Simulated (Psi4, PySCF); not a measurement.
The PySCF input:
```python
from pyscf import gto, scf, dft

mol = gto.Mole()
mol.atom = '''
    K     0.00000000    0.00000000    0.00000000
'''
mol.basis = '6-31g**'
mol.spin = 1
mol.verbose = 3
mol.build()

mf = dft.UKS(mol)
mf.xc = 'wb97x'
mf.grids.atom_grid = (99, 590)
mf.grids.prune = None
mf.kernel()
```

Question: Write the same job for Psi4.

Answer: One answer among several that fit: 
```
memory 2 GB

molecule {
0 2
  K     0.00000000    0.00000000    0.00000000
}

set basis 6-31g**
set reference uks
set scf_type pk
set puream true
set d_convergence 1e-8
set dft_radial_points 99
set dft_spherical_points 590

energy('wb97x')
print_variables()
```

Both were run: PySCF gave -599.865835 Eh and Psi4 -599.865760 Eh, 0.075 mEh apart.
